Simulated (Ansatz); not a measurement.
Reaction (ligand exchange at the Al–N bond): `[AlH2][NH][SiH2][GeH3]` + `[SH][SnH3]` → `[AlH2][S][SnH3]` + `N[SiH2][GeH3]`

Program: Ansatz. Geometries: PBE0-D4/def2-TZVP. ΔE: electronic, gas phase. CBS: MP2 limit from def2 TZ/QZ plus the TZ coupled-cluster correction, frozen cores. def2 core potentials past Kr. For Ge, Sn outer-core shells are correlated without core-valence functions, which leaves a few kJ/mol of doubt a bond. Scalar relativity is left out up to krypton. Each species was taken in one conformer, which may not be the lowest.

`[AlH2][NH][SiH2][GeH3]`:

```xyz
12

Al   -1.141    0.902    2.218
N    -0.818    0.802    0.466
Si    0.685    0.558   -0.354
Ge    0.683   -1.447   -1.644
H    -2.644    1.106    2.670
H     0.088    0.779    3.203
H    -1.622    0.876   -0.144
H     1.744    0.476    0.687
H     1.016    1.691   -1.267
H    -0.479   -1.435   -2.657
H     0.497   -2.683   -0.743
H     1.991   -1.625   -2.436
```

`[SH][SnH3]`:

Cartesian coordinates in Å:
```
S 0.067 -1.861 0.004
Sn -0.293 0.518 0.034
H 1.394 -1.752 -0.167
H 0.239 1.191 -1.440
H 0.565 1.206 1.338
H -1.972 0.698 0.231
```

`[AlH2][S][SnH3]`:

Z-matrix (Å, degrees):
```
Sn
S 1 2.412
H 1 1.703 2 105.1
H 1 1.704 2 109.1 3 -119.4
H 1 1.704 2 109.1 3 119.4
Al 2 2.170 1 98.8 3 -179.7
H 6 1.579 2 118.1 1 180.0
H 6 1.586 2 118.5 1 -0.0
```

`N[SiH2][GeH3]`:

Cartesian coordinates in Å:
```
N 1.190 -0.130 -1.348
Si 0.839 -0.025 0.336
Ge -1.512 0.215 0.599
H 0.691 -0.789 -1.923
H 2.140 -0.025 -1.667
H 1.551 1.169 0.865
H 1.280 -1.190 1.164
H -2.253 -0.918 -0.138
H -2.015 1.551 0.028
H -1.911 0.142 2.084
```

```tsv
species	MP2/CBS(def2) energy (Eh)
`[AlH2][NH][SiH2][GeH3]`	-2666.68559
`[SH][SnH3]`	-614.15887
`[AlH2][S][SnH3]`	-856.79513
`N[SiH2][GeH3]`	-2424.05864
```

Work out ΔE.

ΔE = (-856.79513) + (-2424.05864) − (-2666.68559) − (-614.15887) = -0.00931 Eh = -5.8 kcal/mol. CCSD(T)/CBS gives -5.1 kcal/mol.

What do rigid-rotor, harmonic-oscillator terms from PBE0-D4/def2-TZVP frequencies (298.15 K, 1 bar) make of the CCSD(T)/CBS value? (Best estimate.)

Computed: ΔZPE = +1.7 kcal/mol, ΔH = -3.4 kcal/mol, ΔS = 3 J/(mol·K), ΔG = -3.6 kcal/mol. Modes under 50 cm⁻¹ make the entropy rough.

Largest T1 diagnostic among the species: 0.013.

From BLYP to BHLYP (50 % exact exchange), in def2-TZVPP and without D4, ΔE moves by −1.0 kcal/mol. Leaving LDA and LC-ωPBE aside and taking each functional with its dispersion term where it has one, the values, not all of them listed here, spread over 3.0 kcal/mol, from HSE06-D4 to BLYP-D4. At CCSD(T), def2-SVP lies +2.3 kcal/mol from the extrapolated value and def2-TZVPP +1.2 kcal/mol.
